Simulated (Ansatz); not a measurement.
Coupled-cluster diagnostics for Sb₅⁺, Ansatz.

Geometry of the singlet (PBE0-D4/def2-SVP):

```xyz
5

Sb   -0.800    1.953   -0.318
Sb   -0.043   -2.588    0.192
Sb    1.195   -0.068    0.841
Sb    1.442    1.457   -1.591
Sb   -1.794   -0.754    0.876
```

In the def2 sets Sb takes a core potential; there is no spin–orbit coupling. Correlated methods freeze 20 core orbitals; core or outer-core shells of Sb are correlated, in sets that lack core-valence functions. Another isomer (singlet) lies 1.78 eV lower at PBE0-D4/def2-TZVP; other spin states weren't run for this one.

Task: Estimate the CCSD(T) correlation energy, the shares of MP2 and (T), T1 and the reference's ⟨S²⟩ for: charge 1, singlet, own geometry in def2-SVP; and the rough time on 4 threads of AMD EPYC 7R43 on a shared host.

Result: 
```tsv
state	basis	correlation (eV)	MP2 share (%)	(T) share (%)	T1	⟨S²⟩ (pure)	wall time	remarks
charge 1, singlet, own geometry	def2-SVP	-17.082	92.4	6.6	0.016	0.00 (0.00)	2.3 min	restricted SCF unstable
```
Customary marks for T1 are 0.02 (closed shells), 0.045 (open shells) and about 0.05 (3d metals). T1 stays under 0.02 throughout.
